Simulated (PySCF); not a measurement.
# B(2+) (boron, charge +2) across methods

[He] 2s1, 2S determinant. Computed with PySCF 2.14 in aug-cc-pVQZ-DK, with scalar relativity by spin-free X2C-1e. The B2PLYP total includes its PT2 part (frozen core); its orbital energies are those of the SCF part.

```csv
method,E (hartree),mean ε 1s α (eV),mean ε 1s β (eV),mean ε 2s α (eV),Σ⟨r²⟩ (bohr²),⟨S²⟩
LDA,-23.1418,-209.23,-208.44,-32.362,3.410,0.750
B2PLYP,-23.4259,-227.24,-226.01,-35.409,3.376,0.750
UHF,-23.38255,-240.59,-238.85,-37.833,3.413,0.750
PBE,-23.3952,-211.22,-210.41,-32.650,3.381,0.750
r2SCAN,-23.4307,-214.25,-213.60,-32.909,3.386,0.750
PW91,-23.4153,-211.54,-210.73,-32.700,3.379,0.750
M06,-23.4382,-218.94,-218.08,-33.652,3.390,0.750
PBE0,-23.4057,-218.75,-217.72,-34.053,3.383,0.750
LC-wPBE,-23.4063,-217.23,-216.49,-37.180,3.378,0.750
```
